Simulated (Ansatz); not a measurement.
Consider the redistribution: `[OH][Al]([SH])[Cl]` + `N[SiH2]F` → `[OH][AlH][SH]` + `N[SiH](F)Cl`.

Gas-phase electronic energies from Ansatz, PBE0-D4/def2-TZVP geometries. CCSD(T)/CBS adds triple-zeta CCSD(T) − MP2 to the extrapolated MP2 energy (def2 sets, frozen cores). DFT in def2-TZVPP. HSE06 is defined as in plane-wave codes. One conformer a species, not always the lowest.

```json
{"level": "r2SCAN-D4", "ΔE (kJ/mol)": "56.4", "difference from CCSD(T)/CBS": "-1.3"}
{"level": "B97M-V", "ΔE (kJ/mol)": "46.3", "difference from CCSD(T)/CBS": "-11.4"}
{"level": "PBE0-D4", "ΔE (kJ/mol)": "54.7", "difference from CCSD(T)/CBS": "-3.0"}
{"level": "ωB97M-V", "ΔE (kJ/mol)": "53.8", "difference from CCSD(T)/CBS": "-3.9"}
{"level": "B2PLYP", "ΔE (kJ/mol)": "58.4", "difference from CCSD(T)/CBS": "0.7"}
{"level": "PBE-QIDH", "ΔE (kJ/mol)": "57.4", "difference from CCSD(T)/CBS": "-0.3"}
{"level": "revPBE", "ΔE (kJ/mol)": "54.7", "difference from CCSD(T)/CBS": "-3.0"}
{"level": "r2SCANh", "ΔE (kJ/mol)": "56.8", "difference from CCSD(T)/CBS": "-0.9"}
{"level": "HSE06", "ΔE (kJ/mol)": "55.2", "difference from CCSD(T)/CBS": "-2.5"}
{"level": "LC-ωPBE", "ΔE (kJ/mol)": "55.7", "difference from CCSD(T)/CBS": "-2.0"}
{"level": "RPA@PBE/def2-TZVPP", "ΔE (kJ/mol)": "57.6", "difference from CCSD(T)/CBS": "-0.1"}
{"level": "HF/def2-SVP", "ΔE (kJ/mol)": "67.4", "difference from CCSD(T)/CBS": "9.7"}
{"level": "CCSD(T)/def2-SVP", "ΔE (kJ/mol)": "65.8", "difference from CCSD(T)/CBS": "8.1"}
{"level": "MP2/def2-TZVPP", "ΔE (kJ/mol)": "59.4", "difference from CCSD(T)/CBS": "1.7"}
{"level": "MP2/def2-QZVPP", "ΔE (kJ/mol)": "58.7", "difference from CCSD(T)/CBS": "1.0"}
{"level": "SCS-MP2/def2-QZVPP", "ΔE (kJ/mol)": "59.2", "difference from CCSD(T)/CBS": "1.5"}
{"level": "CCSD(T)/CBS", "ΔE (kJ/mol)": "57.7", "difference from CCSD(T)/CBS": "0"}
```

Largest T1 diagnostic among the species: 0.012.

At CCSD(T), def2-SVP lies +8.1 kJ/mol from the extrapolated value and def2-TZVPP +0.9 kJ/mol. Leaving LDA and LC-ωPBE aside and taking each functional with its dispersion term where it has one, the values, not all of them listed here, spread over 12.3 kJ/mol, from B97M-V to BHLYP-D4. LDA lies −4.4 kJ/mol from PBE without D4.
